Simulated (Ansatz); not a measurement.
Reaction (SMILES): C/[C-]=C\C(C)C → CC/[C-]=C\CC
Structures are relaxed separately at B3LYP-D3(BJ)/def2-TZVP in Ansatz (a first-principles code), one conformer each, not searched for the lowest. Frequencies are from Ansatz.

Wanted: isomerisation energy (0 K, with B3LYP-D3(BJ) harmonic zero-point energies), in kcal/mol. Valence correlation only, unless marked. Spin-orbit coupling is left out. Non-relativistic unless marked X2C. Anions need diffuse functions: aug- sets have them; def2-D sets add few; the other sets have none. Basis-set limits of correlation are two-point, X^-3; Hartree-Fock from the larger set. The bracket is a focal-point correction in the basis named.

```json
[
 {"level": "HF/cc-pVDZ", "program": "Ansatz", "isomerisation energy (kcal/mol)": "0.3"},
 {"level": "B3LYP-D4/def2-TZVPD", "program": "Ansatz + dftd4", "isomerisation energy (kcal/mol)": "0.4"},
 {"level": "r2SCANh-D4/def2-TZVPD", "program": "Ansatz + dftd4", "isomerisation energy (kcal/mol)": "0.7"},
 {"level": "LC-wPBE/def2-TZVPD", "program": "Ansatz", "isomerisation energy (kcal/mol)": "0.6"}
]
```

What does RI-MP2/CBS(aug-cc-pVTZ,aug-cc-pVQZ)+[CCSD(T)-MP2]/aug-cc-pVTZ (Ansatz) give?

0.6 kcal/mol, so LC-wPBE/def2-TZVPD differs from it by 0.0 kcal/mol.
